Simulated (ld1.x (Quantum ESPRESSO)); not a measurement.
**What one change does to a pseudopotential (palladium, TM)**

```
Element                 : Pd
Generator               : ld1.x (Quantum ESPRESSO) 7.5
Type                    : norm-conserving Troullier–Martins (Kleinman–Bylander form)
Functional              : LDA (PZ)
Relativity              : scalar-relativistic
Frozen core             : [Kr]
Valence charge          : 10
Reference configuration : 4d10 5s0 5p0
Partial waves           : 5s (bound, empty): rc 2.15 bohr; 5p (bound, empty): rc 3.35 bohr; 4d (bound): rc 1.50 bohr
Local potential         : the d channel
Core correction         : none
```

Change: local potential the p channel.

Cutoffs: the cutoffs (Ry, on a coarse ladder) from which the occupation-weighted sum of valence levels, in a spherical-Bessel basis at the reference potential, stays within 10 and 1 mRy of its value at 400 Ry; they do not see the model core or the augmentation charge, which bear on the density cutoff. Errors are all-electron minus pseudo energies relative to the spin-unpolarised reference configuration.

Question: What does the change do?

Answer: The potential gets neither clearly harder nor softer (70 Ry and 80 Ry → 70 Ry and 90 Ry); the bound ghost in p, s disappears; of the 9 tests that both files solve, the error grows in 7 and shrinks in 2 by more than 15 % and 0.3 meV (median size 55.0 → 101.2 meV); the range in which the d phases agree narrows (upper end at the end of the scan → 0.5). In the separable form a ghost depends on how the local part lies against the semilocal potential of the channel, so the choice of the local part can create or remove one.

| quantity | base | changed |
| --- | --- | --- |
| cutoff, loose | 70 Ry | 70 Ry |
| cutoff, tight | 80 Ry | 90 Ry |
| bound ghosts | s, p | none |
| error for 4d9 5s0 5p0, meV [ΔE 9.39 eV] | -3.9 | -96 |
| error for 4d8 5s0 5p0, meV [ΔE 30.47 eV] | -55 | -535 |
| error for 4d7 5s0 5p0, meV [ΔE 65.06 eV] | -238 | -1455 |
| error for 4d9 5s1 5p0, meV [ΔE 1.44 eV] | -30 | -101 |
| error for 4d6 5s0 5p0, meV [ΔE 114.62 eV] | -649 | -2857 |
| error for 4d9.5 5s0 5p0, meV [ΔE 3.37 eV] | -0.1 | -19 |
| error for 4d9 5s0 5p1, meV [ΔE 5.32 eV] | -21 | -110 |
| error for 4d9 5s0 5p0 (spin-polarised), meV [ΔE 9.24 eV] | +97 | +0.2 |
| error for 4d8 5s0 5p0 (spin-polarised), meV [ΔE 29.83 eV] | +421 | -84 |
| s: phases at 3.63 bohr within 0.05 rad from the reference energy up to (Ry; the scan ends near 5) | 1.4 | 0.8 |
| p: phases at 3.63 bohr within 0.05 rad from the reference energy up to (Ry; the scan ends near 5) | 2.1 | 1.8 |
| d: phases at 3.63 bohr within 0.05 rad from the reference energy up to (Ry; the scan ends near 5) | to the end of the scan | 0.5 |

 A true bound ghost makes a file unfit for plane-wave use even where its test errors are small: the radial tests pick states by their node count and pass the ghost by.
